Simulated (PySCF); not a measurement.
CH4Cl2Ge, SMILES [CH3][GeH]([Cl])[Cl]. Geometry optimised at PBE-D3(BJ)/def2-SVP.

Level of theory: PBE-D3(BJ)/def2-SVP (PySCF).

Harmonic wavenumbers (cm⁻¹): 105, 138, 152, 173, 399, 419, 599, 630, 683, 791, 824, 1203, 1373, 1377, 2098, 2991, 3105, 3113. Rotational constants (GHz): 3.496, 2.058, 1.480; symmetry number 1.

Problem. Work out the zero-point energy and the ideal-gas rigid-rotor harmonic-oscillator thermochemistry at 298.15 K and 1 atm.

Solution. ZPE = ½ Σ hcν = ½ × 20172 cm⁻¹ = 120.65 kJ/mol. H − E(el) = 140.67 kJ/mol. Entropy in J/(mol K): translation 172.01, rotation 116.33, vibration 61.76, total 350.09. G − E(el) = 36.29 kJ/mol. Cp = 96.54 J/(mol K). Modes under 150 cm⁻¹ make the vibrational entropy uncertain.
